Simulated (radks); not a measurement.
Lu55+, 16 electrons, occupied as [Ne] 3s2 3p4. Calculated with a radial shooting solver on a logarithmic mesh with Libxc functionals: scalar-relativistic Kohn-Sham, PBE, spin-unpolarised, spherical densities, point nucleus. Some entries of the table are withheld. Estimate them.

| orbital | occ. | eigenvalue (hartree) | r(max) (bohr) | <r> (bohr) |
|---|---|---|---|---|
| 1s | 2 | (1) | (2) | 0.01931 |
| 2s | 2 | -540.9531 | 0.06895 | (3) |
| 2p | 6 | -494.3894 | 0.05625 | (4) |
| 3s | 2 | -213.9272 | (5) | 0.1966 |
| 3p | 4 | (6) | 0.1815 | 0.1927 |

Answer. 
(1) 1s eigenvalue (hartree): -2474.974
(2) 1s r(max) (bohr): 0.01213
(3) 2s <r> (bohr): 0.08096
(4) 2p <r> (bohr): 0.07199
(5) 3s r(max) (bohr): 0.1862
(6) 3p eigenvalue (hartree): -200.0158
